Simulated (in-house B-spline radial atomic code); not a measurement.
Values are calculated unless marked as measured or tabulated.
Extrapolating the RPA correlation energy in partial waves: Cl6+

All-electron RPA on PBE0 orbitals from an all-electron radial atomic-structure program (B-spline basis), non-relativistic, point nucleus, configuration [Ne] 3s1, highest spin. With empty states up to angular momentum L the sums are:

```csv
L,E_c(L) (hartree)
3,-0.589625
4,-0.624402
5,-0.638097
6,-0.644542
7,-0.647955
8,-0.649922
```

For large l each further wave adds A/(l + 1/2)⁴, because the basis must build the cusp where two electrons meet.

(1) Estimate the limit from L = 7 and L = 8.

(2) How good is the estimate?

Answers

(1) Wave 8 adds -0.001967, against a sum of (l + 1/2)⁻⁴ of 1.91569e-04, so A = -10.268. The sum over l > 8 is ζ(4, 9.5) = 4.5445e-04, close to 1/(3 × 9³) = 4.5725e-04. The tail is -0.004666 and the limit -0.65459 hartree.

(2) A run to L = 11 sums to -0.65242 and extrapolates to -0.65416 hartree, 0.09 millihartree from the run before. The estimate differs from that by -0.43 millihartree, while the bare sum at L = 8 misses 4.2 millihartree (0.6 %).
